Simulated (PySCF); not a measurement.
Atoms are numbered as in `[CH3:1][S:2][c:3]1[cH:4][cH:5][cH:6][cH:7][n:8]1`; H(Xn) means a hydrogen on atom n.

Geometry: PBE0-D3(BJ)/def2-SVP; GIAO shifts from PySCF, gas phase, non-relativistic, averaged over equivalent atoms.

At PBE0/6-31G* (130 basis functions, 16 s wall time on 1 thread of an x86-64 server CPU, shared host):
```csv
atoms,δ (ppm)
C3,156.6
C7,142.8
C5,128.6
C4,116.6
C6,112.5
C1,15.8
S2,33.1
N8,292.1
H(C7),8.43
H(C5),7.24
H(C4),6.96
H(C6),6.65
H(C1),2.21
```

References, each an isolated molecule treated in the same way: TMS for $^{13}$C (194.14 ppm), $^{1}$H (31.96 ppm); $^{33}$S (545.91 ppm) against CS2; $^{15}$N (259.38 ppm) vs NH3.

Estimate the result of repeating the calculation with KT2/pcSseg-1.

Results:


```tsv
atoms	δ at KT2/pcSseg-1	change
C3	156.7	+0.1
C7	143.5	+0.7
C5	128.3	-0.3
C4	117.3	+0.7
C6	112.7	+0.2
C1	17.1	+1.3
S2	59.4	+26.3
N8	309.9	+17.8
H(C7)	8.14	-0.29
H(C5)	7.06	-0.18
H(C4)	6.89	-0.07
H(C6)	6.42	-0.23
H(C1)	2.33	+0.12
```

References, each an isolated molecule treated in the same way: $^{13}$C (σ = 183.22 ppm), $^{1}$H (σ = 31.18 ppm) against TMS; CS2 for $^{33}$S (σ = 518.69 ppm); NH3 for $^{15}$N (σ = 264.30 ppm).

The largest change is at S2 (sulfide sulfur). Cost: 178 basis functions, 38 s wall time on 1 thread of an Arm Neoverse V1, shared host. The order of the carbon signals is the same at both levels.

Experimental scales use liquid or dissolved standards, which lie at an offset from isolated NH3 (liquid NH3: subtract about 20 ppm). Unscaled 15N shifts of sp2 nitrogen come out 20 to 40 ppm too high even then.
